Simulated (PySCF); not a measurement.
## Continuum solvent and chemical shifts

Geometry (Å), atoms numbered from 1 in this order:
```xyz
11

O     1.6142   -1.8299    0.3011
C     0.8687   -0.8967    0.1510
C     1.2754    0.4980   -0.1887
C     0.1982    1.2964   -0.2837
C    -1.0521    0.5274   -0.0177
O    -2.1690    0.9761   -0.0299
C    -0.6445   -0.9064    0.2675
H     2.3221    0.7738   -0.3291
H     0.1780    2.3623   -0.5181
H    -1.0991   -1.6050   -0.4523
H    -0.9691   -1.2255    1.2703
```

GIAO PBE0/pcSseg-1 in PySCF 2.14 on one PBE0-D3(BJ)/def2-SVP conformer, non-relativistic, equivalent nuclei averaged. Solvents enter as an IEF-PCM continuum (benzene with ε = 2.3, water with ε = 78.4) around the gas-phase geometry. Shifts are referred to TMS computed in the same medium.

Gas phase, δ in ppm: C2/C5 204.8, C3/C4 157.5, C7 41.6, H8/H9 7.22, H10/H11 2.56. Dipole moment 1.62 D.

Q: How does each δ change in the continuum?

A: 
| atoms | environment | Δδ, benzene | Δδ, water |
| --- | --- | --- | --- |
| C2/C5 | ketone carbonyl carbon | +3.0 | +6.6 |
| C3/C4 | β carbon of a C=C–C=O unit | +1.6 | +3.6 |
| C7 | sp3 CH2 α to a carbonyl | +0.9 | +1.9 |
| H8/H9 | hydrogen on a β carbon of a C=C–C=O unit | +0.16 | +0.34 |
| H10/H11 | hydrogen on an sp3 CH2 α to a carbonyl | +0.13 | +0.26 |

Changes are relative to the gas phase. The dipole moment becomes 1.82 D in benzene, 2.08 D in water.

Q: Which nuclei move most (in ppm), and what does the model miss?

A: C2/C5 (ketone carbonyl carbon, +6.6 ppm) in water. A continuum only polarises the solute; specific hydrogen bonds, the anisotropy of aromatic solvents and changes of geometry or conformer are outside it.
